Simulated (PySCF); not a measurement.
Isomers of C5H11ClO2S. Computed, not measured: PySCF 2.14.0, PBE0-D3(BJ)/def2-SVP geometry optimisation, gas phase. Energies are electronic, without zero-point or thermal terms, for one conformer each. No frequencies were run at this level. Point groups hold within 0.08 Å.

Task: Rank from lowest to highest electronic energy at this level (kJ/mol).
A. `[CH3:1][CH:2]([CH3:3])[C@@H:4]([CH3:5])[S:6](=[O:7])(=[O:8])[Cl:9]` with C1–C2–C4–C5 70°, C2–C4–S6–O7 49°
B. `[CH3:1][CH2:2][C:3]([CH3:4])([CH3:5])[S:6](=[O:7])(=[O:8])[Cl:9]` with C1–C2–C3–C4 -179°, C2–C3–S6–O7 -76°

Result: B (0.0), A (9.5).

Neighbours under 10 kJ/mol apart (CCC(C)(C)S(=O)(=O)Cl and CC(C)[C@@H](C)S(=O)(=O)Cl) can change places with a better method, another conformer or zero-point energy.

```csv
SMILES,E (Eh),E rel (kJ/mol),dipole (D),point group,"A, B, C (MHz)"
CCC(C)(C)S(=O)(=O)Cl,-1204.75869,0.0,4.40,C1,"1721, 988.1, 878.4"
CC(C)[C@@H](C)S(=O)(=O)Cl,-1204.75508,9.5,4.37,C1,"1932, 805.1, 741.2"
```

Task: How do the relative energies change in single points at B3LYP/pcSseg-1 (no added dispersion term) on the same geometries?

Result: 
```csv
SMILES,PBE0-D3(BJ)/def2-SVP (kJ/mol),B3LYP/pcSseg-1 (kJ/mol),shift
CCC(C)(C)S(=O)(=O)Cl,0.0,0.0,0.0
CC(C)[C@@H](C)S(=O)(=O)Cl,9.5,3.4,-6.1
```

Each column counts from its own lowest isomer. The order is unchanged; the largest shift is 6.1 kJ/mol.
